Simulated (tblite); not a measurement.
Compound: C6H9OP2 (charge -1).
Cartesian coordinates in Å at the GFN2-xTB level; atoms count from 1:
```xyz
18
C6H9OP2 angstrom
C     -1.911    2.175    0.210
O     -1.889    0.785    0.180
C     -0.616    0.232    0.066
P      0.868    1.177    0.032
C      1.888   -0.224   -0.117
C      3.385   -0.074   -0.191
P      1.117   -1.779   -0.166
C     -0.512   -1.135   -0.026
C     -1.733   -2.011   -0.011
H     -1.336    2.566    1.061
H     -1.479    2.601   -0.706
H     -2.958    2.477    0.300
H      3.650    0.983   -0.256
H      3.866   -0.494    0.696
H      3.789   -0.591   -1.063
H     -2.411   -1.732   -0.821
H     -1.449   -3.056   -0.128
H     -2.278   -1.893    0.928
```

Computed values, GFN2-xTB/tblite, gas phase, harmonic and unscaled. This tight-binding method is rough: wavenumbers can miss measured ones by several per cent, in bad cases by 10 to 20. One conformer, not necessarily the lowest. The optimisation stopped once no atom felt more than 0.01 eV/Å.

Lowest wavenumbers of the output (negative numbers stand for imaginary wavenumbers):
```
mode    cm-1
  1     -27.8
  2      71.4
  3      94.9
  4     134.7
  5     143.6
  6     179.0
  7     203.7
  8     229.6
  9     294.3
 10     308.5
 11     348.9
 12     397.9
 13     419.0
 14     474.0
 15     485.0
```

Problem. Is this structure a minimum?

Solution. Not by this Hessian. 1 mode is imaginary beyond 20i (28i cm⁻¹), so at this level the point lies at or near a first-order saddle. The curvature is small, so loose convergence or finite differences may be the whole cause.

Problem. Which atoms move in the imaginary mode?

Solution. 28i: H15 (methyl hydrogen) 36 %, H14 (methyl hydrogen) 33 %, H13 (methyl hydrogen) 28 %. These are shares of the mass-weighted motion.

Problem. What is the remedy?

Solution. Step along that mode in both directions, optimise again with tighter thresholds and repeat the frequencies. The zero-point energy of this point (84.2 kcal/mol) counts the 47 real modes alone, and thermal corrections from it aren't those of a minimum.
